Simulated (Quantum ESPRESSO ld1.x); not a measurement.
Task: Species: the lithium ion Li+. Configuration: [He]. Method: Dirac Kohn-Sham, LDA (Slater exchange, VWN5 correlation), spin-unpolarised, spherical densities, point nucleus; speed of light set to 116.481 atomic units (0.85 times the physical value, a model run); computed with ld1.x of Quantum ESPRESSO 7.5. Some entries of the table are withheld. Estimate them.

| orbital | occ. | eigenvalue (eV) | <r> (bohr) |
|---|---|---|---|
| 1s1/2 | 2 | -59.6074 | (1) |
| 2s1/2 | 0 | (2) | 3.282 |
| 2p1/2 | 0 | (3) | (4) |
| 2p3/2 | 0 | (5) | (6) |

Result: 
(1) 1s1/2 <r> (bohr): 0.5846
(2) 2s1/2 eigenvalue (eV): -6.5290
(3) 2p1/2 eigenvalue (eV): -4.5694
(4) 2p1/2 <r> (bohr): 3.554
(5) 2p3/2 eigenvalue (eV): -4.5689
(6) 2p3/2 <r> (bohr): 3.554
